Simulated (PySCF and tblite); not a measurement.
Results of a calculation; reference values are marked as such.
2-formyl-1-fluorobenzene, C7H5FO, numbered as in [O:1]=[CH:2][c:3]1[cH:4][cH:5][cH:6][cH:7][c:8]1[F:9].

The ensemble was built from 90 distance-geometry starts (ETKDG and KDG, MMFF94s, GFN2-xTB) and rests on PBE0-D3(BJ)/def2-SVP geometries. Energies: CAM-B3LYP-D3(BJ)/def2-TZVP (IEF-PCM, chloroform), with GFN2-xTB thermal terms (modes under about 100 cm⁻¹ blended into free rotors). Symmetry numbers and mirror images are counted. Conformers within 3 kcal/mol (GFN2-xTB free energy) were kept, 8 at most. GIAO shieldings: PBE0/pcSseg-1 (IEF-PCM, chloroform). Shifts are against TMS (¹H), TMS (¹³C), CFCl3 (¹⁹F) at the same level. Run with PySCF (density fitting) and tblite.

Question: Predict the averaged NMR shifts at 298.15 K.

Answer: ¹H: 10.29 (H2, 1H), 8.27 (H4, 1H), 7.94 (H6, 1H), 7.61 (H5, 1H), 7.50 (H7, 1H) ppm. ¹³C: 193.0 (C2), 173.5 (C8), 145.0 (C6), 136.4 (C4), 130.7 (C5), 128.0 (C3), 122.9 (C7) ppm. ¹⁹F: -122.7 (F9) ppm.

Question: How do the conformers differ?

Answer: Torsions listed: O1–C2–C3–C4.
```
conformer  shape  weight %
        1     0°      89.1
        2  -178°      10.9
```

| signal | 1 | 2 | average |
| --- | --- | --- | --- |
| H2 | 10.34 | 9.85 | 10.29 |
| H4 | 8.32 | 7.89 | 8.27 |
| H5 | 7.61 | 7.64 | 7.61 |
| H6 | 7.95 | 7.91 | 7.94 |
| H7 | 7.50 | 7.46 | 7.50 |
| C2 | 192.6 | 196.1 | 193.0 |
| C3 | 127.9 | 128.4 | 128.0 |
| C4 | 135.4 | 144.1 | 136.4 |
| C5 | 130.7 | 130.6 | 130.7 |
| C6 | 145.1 | 144.1 | 145.0 |
| C7 | 122.8 | 123.7 | 122.9 |
| C8 | 174.0 | 169.8 | 173.5 |
| F9 | -124.1 | -111.0 | -122.7 |

Question: Which signal moves most, for its nucleus, between 180 and 400 K through the change of populations alone?

Answer: C4: 135.7 ppm at 180 K, 136.0 ppm at 230 K, 136.4 ppm at 298.15 K, 136.6 ppm at 330 K, 136.9 ppm at 400 K. Exchange is taken as fast throughout; ring flips and hindered rotations can be slow on the NMR time scale at the lower temperatures.

Unscaled ¹⁹F shifts at such levels can be off by tens of ppm; differences between conformers or isomers are more reliable. Shifts are unscaled: against experiment ¹³C can be off by 15 ppm or more and ¹H by 0.8 ppm.
